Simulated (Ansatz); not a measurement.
`FC(F)(F)c1ccc(-c2ccc(-c3ccc(-c4ccc(-c5ccc(-c6ccc(C(F)(F)F)o6)o5)o4)o3)o2)o1`. The state is a singlet with charge 0. Geometry r2SCAN-D4/def2-SVP; atoms count from 1.

```xyz
50

F    11.7405   -2.7766    0.5227
C    10.8298   -2.0712    1.2092
F    11.2595   -0.7996    1.2893
F    10.7943   -2.5460    2.4667
C     9.5093   -2.1730    0.5365
C     9.0917   -2.8233   -0.5941
C     7.7023   -2.5379   -0.7194
C     7.3787   -1.7293    0.3533
C     6.1618   -1.1157    0.7836
C     5.8423   -0.3073    1.8573
C     4.4592   -0.0177    1.7408
C     4.0201   -0.6684    0.6014
C     2.7486   -0.7601   -0.0376
C     2.3063   -1.4091   -1.1763
C     0.9240   -1.1179   -1.2909
C     0.6056   -0.3084   -0.2148
C    -0.6064    0.3054    0.2171
C    -0.9248    1.1145    1.2935
C    -2.3070    1.4060    1.1787
C    -2.7492    0.7576    0.0396
C    -4.0206    0.6668   -0.5999
C    -4.4594    0.0172   -1.7400
C    -5.8422    0.3076   -1.8572
C    -6.1619    1.1155   -0.7831
C    -7.3786    1.7298   -0.3535
C    -7.7025    2.5384    0.7191
C    -9.0915    2.8253    0.5925
C    -9.5086    2.1757   -0.5388
C   -10.8287    2.0746   -1.2124
F   -11.7384    2.7847   -0.5295
F   -11.2616    0.8038   -1.2883
F   -10.7905    2.5446   -2.4716
O    -8.4804    1.5080   -1.1214
O    -5.0556    1.3354   -0.0168
O    -1.7154    0.0878   -0.5462
O     1.7147   -0.0902    0.5481
O     5.0552   -1.3368    0.0181
O     8.4810   -1.5062    1.1201
H     9.7114   -3.4306   -1.2509
H     7.0167   -2.8764   -1.4929
H     6.5343    0.0273    2.6275
H     3.8450    0.5906    2.4011
H     2.9188   -2.0179   -1.8381
H     0.2313   -1.4517   -2.0606
H    -0.2322    1.4477    2.0635
H    -2.9195    2.0147    1.8406
H    -3.8450   -0.5909   -2.4004
H    -6.5339   -0.0260   -2.6280
H    -7.0173    2.8761    1.4934
H    -9.7112    3.4330    1.2487
```

Single mean-field runs in def2-SVP are fitted with def2-universal-jkfit.

Estimate the Mulliken populations of the heavy atoms from the PBE0/def2-SVP orbitals of Ansatz.


| atom | charge (e) |
| --- | --- |
| F1 | -0.18 |
| C2 | 0.64 |
| F3 | -0.18 |
| F4 | -0.18 |
| C5 | -0.02 |
| C6 | -0.04 |
| C7 | -0.06 |
| C8 | 0.15 |
| C9 | 0.17 |
| C10 | -0.05 |
| C11 | -0.06 |
| C12 | 0.16 |
| C13 | 0.16 |
| C14 | -0.06 |
| C15 | -0.06 |
| C16 | 0.16 |
| C17 | 0.16 |
| C18 | -0.06 |
| C19 | -0.06 |
| C20 | 0.16 |
| C21 | 0.16 |
| C22 | -0.06 |
| C23 | -0.05 |
| C24 | 0.17 |
| C25 | 0.15 |
| C26 | -0.06 |
| C27 | -0.04 |
| C28 | -0.02 |
| C29 | 0.64 |
| F30 | -0.18 |
| F31 | -0.18 |
| F32 | -0.18 |
| O33 | -0.25 |
| O34 | -0.26 |
| O35 | -0.27 |
| O36 | -0.27 |
| O37 | -0.26 |
| O38 | -0.25 |
Mulliken values and Mayer orders depend strongly on the basis.

And the Mayer bond orders between bonded heavy atoms (over 0.3, the first 40 of 43)?

F1–C2 1.13 (1.34 Å); C2–F3 1.15 (1.34 Å); C2–F4 1.15 (1.34 Å); C2–C5 0.95 (1.49 Å); C5–C6 1.57 (1.37 Å); C5–O38 1.09 (1.36 Å); C6–C7 1.21 (1.42 Å); C7–C8 1.48 (1.38 Å); C8–C9 1.08 (1.43 Å); C8–O38 1.15 (1.36 Å); C9–C10 1.47 (1.38 Å); C9–O37 1.12 (1.36 Å); C10–C11 1.21 (1.42 Å); C11–C12 1.45 (1.38 Å); C12–C13 1.08 (1.43 Å); C12–O37 1.13 (1.36 Å); C13–C14 1.46 (1.38 Å); C13–O36 1.12 (1.36 Å); C14–C15 1.21 (1.42 Å); C15–C16 1.45 (1.38 Å); C16–C17 1.09 (1.43 Å); C16–O36 1.12 (1.36 Å); C17–C18 1.45 (1.38 Å); C17–O35 1.12 (1.36 Å); C18–C19 1.21 (1.42 Å); C19–C20 1.46 (1.38 Å); C20–C21 1.08 (1.43 Å); C20–O35 1.12 (1.36 Å); C21–C22 1.45 (1.38 Å); C21–O34 1.13 (1.36 Å); C22–C23 1.21 (1.42 Å); C23–C24 1.47 (1.38 Å); C24–C25 1.08 (1.43 Å); C24–O34 1.12 (1.36 Å); C25–C26 1.48 (1.38 Å); C25–O33 1.15 (1.36 Å); C26–C27 1.21 (1.42 Å); C27–C28 1.57 (1.37 Å); C28–C29 0.95 (1.49 Å); C28–O33 1.09 (1.36 Å).
